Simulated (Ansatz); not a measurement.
Potential energy surface of H₃ (cation, charge +1), singlet: symmetric bend, bond length relaxed. Scanned: H-H-H angle. Other coordinates (H-H bond length) were minimised at PBE0/def2-TZVP.

Level of theory: full CI/aug-cc-pVQZ, frozen core in Ansatz (a quantum-chemistry and plane-wave program).

Scanned values (°): 180, 171.33, 158.79, 150.53, 139.45, 131.75, 120.38, 112.04, 100.83, 89.97, 77.94, 70, 60.

Describe the profile: where are the wells and the tops?

Lower than their neighbours: 60° (0.0 kcal/mol, end of the scan). Higher than their neighbours: 180° (40.8 kcal/mol, end of the scan). The whole profile spans 40.8 kcal/mol.
